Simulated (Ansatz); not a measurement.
```xyz
11

N    -0.829   -1.583   -0.197
Si    0.128   -0.552    0.740
Cl    2.033   -1.240    1.173
C     0.409    1.032   -0.290
O    -0.716    1.820   -0.231
F     0.642    0.627   -1.614
H    -1.274   -2.400    0.186
H    -0.662   -1.664   -1.187
H    -0.516   -0.294    2.043
H     1.315    1.576    0.003
H    -0.531    2.678   -0.628
```

The species carries charge 0 and has multiplicity 1.

Problem. List the B3LYP/def2-TZVPP orbital energies in eV (Ansatz). (Best estimate.)

Solution. The calculation gave: Occupied: -2762.15, -1800.02, -671.43, -521.43, -389.37, -280.09, -256.92, -195.92, -195.81, -195.80, -144.44, -99.80, -99.74, -99.73, -32.83, -28.91, -23.64, -22.27, -18.84, -15.54, -14.88, -14.24, -13.92, -12.79, -11.56, -11.42, -10.61, -10.29, -9.48, -8.96, -8.82, -8.21, -7.72. Lowest empty: 0.15, 0.24, 1.34, 1.58, 1.63, 1.93, 2.50, 2.62.

B3LYP here is the variant with VWN-RPA as its local correlation; programs differ in this.
